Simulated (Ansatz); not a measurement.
```yaml
crystal:
  periodic: [false, false, false]
  atoms:
    - {symbol: O, position_ang: [1.897515, 0.380006, 0.518027]}
    - {symbol: B, position_ang: [1.665059, -0.504353, -0.472224]}
    - {symbol: F, position_ang: [2.732843, -1.056452, -1.034492]}
    - {symbol: S, position_ang: [0.069118, -1.064256, -1.164537]}
    - {symbol: Sn, position_ang: [-1.584153, 0.149090, 0.088351]}
    - {symbol: H, position_ang: [1.111386, 0.767316, 0.913922]}
    - {symbol: H, position_ang: [-2.467698, 1.126706, -0.986432]}
    - {symbol: H, position_ang: [-2.580299, -0.970553, 0.891542]}
    - {symbol: H, position_ang: [-0.755270, 1.126197, 1.228642]}
basis:
  gaussian: {orbitals: def2-TZVPD, final_grid: {core_spheres: 1, valence_spheres: 1, degree: 3}}
magnetization: {spin_polarized: true, initial_magnetization: 2}
hamiltonian: {xc: {name: wB97M-V}}
```

```sh
$ ansatz run in.yaml --threads 4 --pin off --events-out ev --progress --plain --max-ram 10444MiB
```

Output, abridged:

```
Functional definition: wB97M-V
1488 factors; their error is unknown
481 factors; integrals over basis functions are off by at most 3.2e-5 eV
mean field evaluation 1: about -22165.2288 eV, gradient 3.7e1 eV
mean field evaluation 2: about -22164.2598 eV, gradient 4.3e1 eV
mean field evaluation 4: about -22169.9707 eV, gradient 2.1e0 eV
mean field evaluation 16: about -22260.2303 eV, gradient 1.3e0 eV
mean field evaluation 32: about -22260.2547 eV, gradient 1.3e-3 eV
a density is far from that of the atoms, so the factors are made again for it
1946 factors; integrals over basis functions are off by at most 7.7e-4 eV
481 factors; integrals over basis functions are off by at most 2.5e-5 eV
mean field -22260.24277547 eV, -818.0488334641 hartree, gradient 2.1e-5 eV, S^2 2.015093; 0 other end points of the search recorded, 0 dependent functions left out
reference -22260.24288853 eV, -818.0488376188 hartree; 33, 31 occupied and 222, 224 virtual orbitals, 1946 factors
Total energy: -22260.24288853 eV, -818.0488376188 hartree
```

(1) What is wrong with this run?

Answers

(1) The integration grid is far too coarse. Self-consistency was reached. The result belongs to that input, not to the molecule as meant.
